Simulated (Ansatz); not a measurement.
Program: Ansatz. Geometries: PBE0-D4/def2-TZVP. ΔE: electronic, gas phase. CBS: MP2 limit from def2 TZ/QZ plus the TZ coupled-cluster correction, frozen cores. This one scheme is used for every species, atoms too. No spin–orbit coupling; open shells (•) take unrestricted orbitals. Spin–orbit coupling would lower the free atoms: a little for C, O, Si. Each species was taken in one conformer, which may not be the lowest.

Reaction (atomization): `NC1O[SiH2]O1` → C• + 5 H• + N• + 2 O• + Si•

`NC1O[SiH2]O1`:

Z-matrix (Å, degrees):
```
C
O 1 1.426
Si 1 2.175 2 50.0
N 1 1.397 2 111.6 3 126.2
O 1 1.464 2 99.5 3 3.4
H 1 1.094 2 111.5 3 -110.8
H 3 1.482 1 122.7 2 -91.3
H 3 1.484 1 127.6 2 86.5
H 4 1.010 1 112.0 2 173.3
H 4 1.012 1 112.1 2 -62.0
```

```
       species  MP2/def2-QZVPP energy (Eh)
`NC1O[SiH2]O1`                  -535.11693
            C•                   -37.76525
            H•                    -0.49998
            N•                   -54.50773
            O•                   -74.97532
           Si•                  -288.91898
```

Q: Work out ΔE.

A: ΔE = 5 × (-0.49998) + 2 × (-74.97532) + (-37.76525) + (-54.50773) + (-288.91898) − (-535.11693) = 1.47443 Eh = +3871.1 kJ/mol. CCSD(T)/CBS gives +3824.3 kJ/mol.

Largest T1 diagnostic among the species: 0.012.

In def2-TZVPP, CCSD(T) changes the Hartree–Fock value by +1110.2 kJ/mol (the triples alone add +69.4 kJ/mol) and MP2 by +1206.8 kJ/mol; breaking electron pairs costs correlation energy, which Hartree–Fock lacks. From PBE to PBE0 (25 % exact exchange), in def2-TZVPP and without D4, ΔE moves by −100.0 kJ/mol: exact exchange takes away binding that semilocal exchange gives to molecules. The D4 term adds +31.4 kJ/mol with B3LYP and +16.2 kJ/mol with PBE0; it sums over pairs of atoms, weighted by their polarisabilities, and B3LYP, whose exchange is more repulsive, gets the larger term.

B3LYP here is the variant with VWN-RPA as its local correlation; programs differ in this.

For atomizations the MP2-based limit and the directly extrapolated one differ by several kJ/mol either way, and by 10 to 25 for some Ge, Se and Sn compounds, so smaller differences from it don't rank the levels.
